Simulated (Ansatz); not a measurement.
Isolated molecules relaxed with PBE0-D4/def2-TZVP in Ansatz; ΔE leaves out vibrations. CCSD(T)/CBS adds triple-zeta CCSD(T) − MP2 to the extrapolated MP2 energy (def2 sets, frozen cores). This one scheme is used for every species. DFT in def2-TZVPP. HSE06 is defined as in plane-wave codes. Elements past krypton have def2 core potentials. For Br, Sn outer-core shells are correlated without core-valence functions, which leaves a few kJ/mol of doubt a bond. Scalar relativity is left out up to krypton.

Consider the cleavage of the Sn–Al bond: `[SiH3][AlH][SnH3]` + HBr → `[Br][SnH3]` + `[AlH2][SiH3]`.

`[SiH3][AlH][SnH3]`:

Cartesian coordinates in Å:
```
Si -0.373 -1.451 1.670
Al -0.778 -0.469 -0.544
Sn 0.692 1.592 -1.366
H 1.041 -1.918 1.765
H -1.258 -2.603 2.001
H -0.560 -0.413 2.726
H -1.905 -1.033 -1.514
H -0.270 2.962 -1.731
H 1.848 2.106 -0.212
H 1.563 1.226 -2.795
```

HBr:

Z-matrix (Å, degrees):
```
Br
H 1 1.420
```

`[Br][SnH3]`:

Z-matrix (Å, degrees):
```
Sn
Br 1 2.483
H 1 1.700 2 106.4
H 1 1.700 2 106.4 3 -120.0
H 1 1.700 2 106.4 3 120.0
```

`[AlH2][SiH3]`:

```xyz
7

Al    0.359   -0.786    1.112
Si   -0.290    0.579   -0.825
H    -0.716   -1.599    1.953
H     1.887   -0.862    1.540
H     0.110    2.002   -0.621
H     0.405    0.107   -2.058
H    -1.755    0.559   -1.099
```

```json
{"level": "HSE06-D4", "ΔE (kJ/mol)": "-48.3"}
{"level": "r2SCAN", "ΔE (kJ/mol)": "-54.0"}
```

Problem. What does CCSD(T)/CBS give? (Best estimate.)

Solution. The calculation gave: -54.9 kJ/mol. The listed levels differ from it by 6.6, 0.9 kJ/mol.

Largest T1 diagnostic among the species: 0.014.

In def2-TZVPP, CCSD(T) changes the Hartree–Fock value by +31.6 kJ/mol (the triples alone add +2.7 kJ/mol) and MP2 by +27.5 kJ/mol. From BLYP to BHLYP (50 % exact exchange), in def2-TZVPP and without D4, ΔE moves by −10.9 kJ/mol.
